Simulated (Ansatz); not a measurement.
FH₄O₃Si₂, SMILES `O[Si](O)(F)O[SiH2]` radical at its PBE0-D4/def2-TZVP geometry, where that method's forces vanish. Charge 0, multiplicity 2.

```xyz
10

O    -0.9887    1.2685   -0.8718
Si   -0.5152   -0.2663   -0.6795
O    -1.6942   -1.0917    0.0698
F    -0.2312   -0.9657   -2.0759
O     0.8761   -0.2654    0.1298
Si    1.9585    0.6672    0.9437
H    -1.8928    1.4369   -1.1389
H    -1.6633   -2.0489    0.0553
H     1.2474    1.5229    1.9373
H     2.9034   -0.2574    1.6301
```

(1) What forces (eV/Å) does PBE-D4/def2-TZVPP give on these atoms in Ansatz 0.2.0? (Best estimate.)

Answers

(1) Computed: 
```
O1   0.248  0.482  0.079
Si2 -0.120  0.003  0.018
O3  -0.432  0.142  0.307
F4   0.152 -0.297 -0.610
O5   0.227 -0.257  0.085
Si6  0.308  0.293  0.040
H7  -0.410  0.086 -0.125
H8   0.003 -0.440  0.000
H9  -0.083  0.102  0.123
H10  0.106 -0.113  0.083
```
